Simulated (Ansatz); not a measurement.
System: C6H11, charge 0, multiplicity 2. It need not be the lowest isomer of its formula. SMILES: [CH2]C/C=C\CC
Structure (B3LYP-D3(BJ)/def2-TZVP (Ansatz, a quantum-chemistry and plane-wave program) minimum search):
```
C
C 1 1.3311
H 2 1.0861 1 117.94
H 1 1.0875 2 117.36 3 1.35
C 1 1.4988 4 114.73 2 -178.96
H 5 1.0909 1 110.96 4 -173.06
H 5 1.0955 6 106.27 1 -118.01
C 2 1.5037 3 114.66 1 -178.65
H 8 1.0964 2 109.18 3 -55.92
H 8 1.0991 9 105.06 2 118.05
C 8 1.4899 9 109.24 10 118.02
H 11 1.0812 8 120.29 9 155.86
H 11 1.0814 12 118.37 8 -173.31
C 5 1.5330 6 109.66 7 -117.42
H 14 1.0915 5 110.75 6 -61.22
H 14 1.0916 15 108.26 5 -122.08
H 14 1.0922 15 107.64 16 -116.40
```
Charge 0, spin multiplicity 2.

Computed values are from Ansatz. Cores are frozen in the correlated levels unless marked. UHF or UKS for open shells. No spin-orbit coupling. Non-relativistic. Basis-set limits of correlation are two-point, X^-3; Hartree-Fock from the larger set. [CCSD(T)-MP2]/basis is that difference in the basis named.

Question: What is the total energy at RI-MP2/CBS(cc-pVTZ,cc-pVQZ)+[CCSD(T)-MP2]/cc-pVTZ?

Answer: -234.8509 Eh.

Question: What is the T1 diagnostic at CCSD/cc-pVTZ?

Answer: 0.011.

Question: What is the atomisation energy De at RI-MP2/CBS(cc-pVTZ,cc-pVQZ)+[CCSD(T)-MP2]/cc-pVTZ?

Answer: 1633.6 kcal/mol.

Question: What is the dipole moment at CCSD(T)/aug-cc-pVDZ?

Answer: 0.45 D.
